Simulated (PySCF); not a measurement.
**Dipole moment and polarisability across levels of theory**

Compound: resorcinol, C6H6O2.
SMILES: `Oc1cccc(O)c1`

PySCF, dipoles from the SCF density, polarisabilities from static response with core orbitals frozen. The structure is a single PBE0-D3(BJ)/def2-SVP conformer in the gas phase; no vibrational or solvent corrections.

The anisotropy is √(½[(α1 − α2)² + (α2 − α3)² + (α3 − α1)²]).

```json
{"level": "LDA/def2-SVPD", "μ (D)": "2.117", "α (Å³)": "12.11", "anisotropy (Å³)": "7.75"}
{"level": "PBE/def2-SVPD", "μ (D)": "2.030", "α (Å³)": "12.03", "anisotropy (Å³)": "7.76"}
{"level": "B3LYP/def2-SVPD", "μ (D)": "2.221", "α (Å³)": "11.73", "anisotropy (Å³)": "7.41"}
{"level": "PBE0/def2-SVPD", "μ (D)": "2.210", "α (Å³)": "11.60", "anisotropy (Å³)": "7.29"}
{"level": "BHandHLYP/def2-SVPD", "μ (D)": "2.403", "α (Å³)": "11.32", "anisotropy (Å³)": "6.98"}
{"level": "CAM-B3LYP/def2-SVPD", "μ (D)": "2.337", "α (Å³)": "11.56", "anisotropy (Å³)": "7.20"}
{"level": "wB97X-D/def2-SVPD", "μ (D)": "2.279", "α (Å³)": "11.58", "anisotropy (Å³)": "7.08"}
{"level": "LC-wPBE/def2-SVPD", "μ (D)": "2.361", "α (Å³)": "11.33", "anisotropy (Å³)": "7.00"}
{"level": "HF/def2-SVPD", "μ (D)": "2.566", "α (Å³)": "10.96", "anisotropy (Å³)": "6.43"}
{"level": "PBE0/6-31G*", "μ (D)": "2.256", "α (Å³)": "9.40", "anisotropy (Å³)": "8.80"}
{"level": "PBE0/def2-SVP", "μ (D)": "2.130", "α (Å³)": "9.87", "anisotropy (Å³)": "7.95"}
{"level": "PBE0/6-31+G*", "μ (D)": "2.463", "α (Å³)": "11.15", "anisotropy (Å³)": "7.24"}
{"level": "PBE0/aug-cc-pVDZ", "μ (D)": "2.125", "α (Å³)": "11.89", "anisotropy (Å³)": "7.28"}
{"level": "PBE0/def2-TZVP", "μ (D)": "2.160", "α (Å³)": "11.15", "anisotropy (Å³)": "7.49"}
```

The dipole runs from 2.03 D (PBE/def2-SVPD) to 2.57 D (HF/def2-SVPD). No reference polarisability is at hand; against PBE0 in the largest diffuse basis at hand (aug-cc-pVDZ) the other PBE0 rows deviate by 6-31G* -21%, def2-SVP -17%, 6-31+G* -6%, def2-SVPD -3%, def2-TZVP -6%. In one basis (def2-SVPD) the functionals order the polarisability from HF (lowest) to LDA (highest), a spread of 11%. With PBE0 the polarisability is 10.14 Å³ without diffuse functions (mean of 6-31G*, def2-SVP and def2-TZVP) and 11.55 Å³ with them (mean of 6-31+G*, def2-SVPD and aug-cc-pVDZ).
